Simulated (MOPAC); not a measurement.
Input for MOPAC: PM7 on GeSe+, 2S+1 = 2, a spin state set in the input, which need not be the lowest, a point of a bond scan (R = 2.132 Å). Charge +1.

```
PM7 1SCF PRECISE CHARGE=1 UHF MS=0.5 THREADS=1
GeSe

Ge     0.00000000 1     0.00000000 1     0.00000000 1
Se     0.00000000 1     0.00000000 1     2.13246300 1
```

Program output:

```
*******************************************************************************
 **                                                                           **
 **                              MOPAC v23.2.5                                **
 **                                                                           **
 *******************************************************************************
 ** MOPAC's Digital Object Identifier: https://doi.org/10.5281/zenodo.6511958 **
 **                                                                           **
 ** Please cite the open-source release paper for use of this MOPAC version:  **
 ** J. E. Moussa and J. J. P. Stewart (2026)                                  **
 ** MOPAC: An open-source semiempirical molecular orbital program             **
 ** J. Open Source Softw., 11(119), 8025, https://doi.org/10.21105/joss.08025 **
 *******************************************************************************

                              PM7 CALCULATION RESULTS

 *******************************************************************************
 *  PM7        - The PM7 Hamiltonian to be used
 *  UHF        - UNRESTRICTED HARTREE-FOCK CALCULATION
 *
 *
 *
 *                 CHARGE ON SYSTEM = +1
 *
 *
 *
 *  MS=        - IN MECI, MAGNETIC COMPONENT OF SPIN =  0.5
 *  PRECISE    - TIGHTER CRITERIA TO BE USED
 *  1SCF       - DO 1 SCF AND THEN STOP
 *  THREADS=1  - MULTI-THREADING NOT USED
 *  T=         - A TIME OF 172800.0 SECONDS REQUESTED
 *  DUMP=N     - RESTART FILE WRITTEN EVERY 7200.0 SECONDS REQUESTED
 *******************************************************************************
PM7 1SCF PRECISE CHARGE=1 UHF MS=0.5 THREADS=1
 GeSe

   ATOM   CHEMICAL          X               Y               Z
  NUMBER   SYMBOL      (ANGSTROMS)     (ANGSTROMS)     (ANGSTROMS)

     1      Ge          0.00000000  *   0.00000000  *   0.00000000  *
     2      Se          0.00000000  *   0.00000000  *   2.13246300  *



          CARTESIAN COORDINATES

    NO.       ATOM           X           Y           Z

     1        Ge          0.0000      0.0000      0.0000
     2        Se          0.0000      0.0000      2.1325

 General Reference for PM7:
 "Optimization of Parameters for Semiempirical Methods VI: More Modifications to the
 NDDO Approximations and Re-optimization of Parameters", J. J. P. Stewart, J. Mol. Mod., 1:32, 19 (2013)
 https://link.springer.com/article/10.1007/s00894-012-1667-x

           Empirical Formula: Ge Se  =     2 atoms



      MOLECULAR POINT GROUP   :   C*v


          UHF CALCULATION, NO. OF ALPHA ELECTRONS =    5
                           NO. OF BETA  ELECTRONS =    4

 -------------------------------------------------------------------------------
 PM7 1SCF PRECISE CHARGE=1 UHF MS=0.5 THREADS=1
 GeSe



     1SCF WAS SPECIFIED, SO BFGS WAS NOT USED
     SCF FIELD WAS ACHIEVED


                              PM7 CALCULATION
                                                       MOPAC v23.2.5 Linux




          FINAL HEAT OF FORMATION =        240.93636 KCAL/MOL =    1008.07775 KJ/MOL


          COSMO AREA              =        100.05 SQUARE ANGSTROMS
          COSMO VOLUME            =         88.99 CUBIC ANGSTROMS

          IONIZATION POTENTIAL    =         12.991315 EV
          ALPHA SOMO LUMO (EV)    =        -13.035 -6.668
          BETA  SOMO LUMO (EV)    =        -12.991 -7.277
          NO. OF ALPHA ELECTRONS  =          5
          NO. OF BETA  ELECTRONS  =          4
          MOLECULAR WEIGHT        =        151.5500         POINT GROUP:  C*v

          MOLECULAR DIMENSIONS (Angstroms)

            Atom       Atom       Distance
           Se     2   Ge     1     2.13246
           Se     2   Ge     1     0.00000
           Ge     1   Se     2     0.00000


          SCF CALCULATIONS        =          1





   ATOM   CHEMICAL          X               Y               Z
  NUMBER   SYMBOL      (ANGSTROMS)     (ANGSTROMS)     (ANGSTROMS)

     1      Ge          0.00000000  *   0.00000000  *   0.00000000  *
     2      Se          0.00000000  *   0.00000000  *   2.13246300  *

                             CARTESIAN COORDINATES

   1   Ge        0.000000000     0.000000000     0.000000000
   2   Se        0.000000000     0.000000000     2.132463000


           Empirical Formula: Ge Se  =     2 atoms



      MOLECULAR POINT GROUP   :   C*v


          ALPHA EIGENVALUES
 -27.59978 -21.54960 -13.17994 -13.03472 -13.03472  -6.66847  -6.66847  -5.43825


           BETA EIGENVALUES
 -27.33110 -20.55619 -12.99131 -12.99131  -7.27713  -6.26833  -6.26833  -5.05625


              NET ATOMIC CHARGES AND DIPOLE CONTRIBUTIONS

  ATOM NO.   TYPE          CHARGE      No. of ELECS.   s-Pop       p-Pop
    1         Ge           0.761108        3.2389     1.73181     1.50708
    2         Se           0.238892        5.7611     1.96221     3.79890
 DIPOLE           X         Y         Z       TOTAL
 POINT-CHG.     0.000     0.000    -2.890     2.890
 HYBRID         0.000    -0.000     0.036     0.036
 SUM            0.000    -0.000    -2.853     2.853


          ATOMIC ORBITAL ELECTRON POPULATIONS

     Atom    s        px        py        pz
    1 Ge   1.73181   0.39452   0.39452   0.71804
    2 Se   1.96221   1.60548   1.60548   0.58794


                    (SZ)    =    0.500000
                    (S**2)  =    0.775254


          ATOMIC ORBITAL SPIN POPULATIONS

    Atom   Total    s     px     py     pz
         Atomic
    1 Ge  0.8326  0.053  0.069  0.069  0.641
    2 Se  0.1674  0.012 -0.069 -0.069  0.294

 **********************
 *                    *
 * JOB ENDED NORMALLY *
 *                    *
 **********************




 == MOPAC DONE ==
```

The run finished.

Cost: about 0.03 core-seconds (a rough figure).
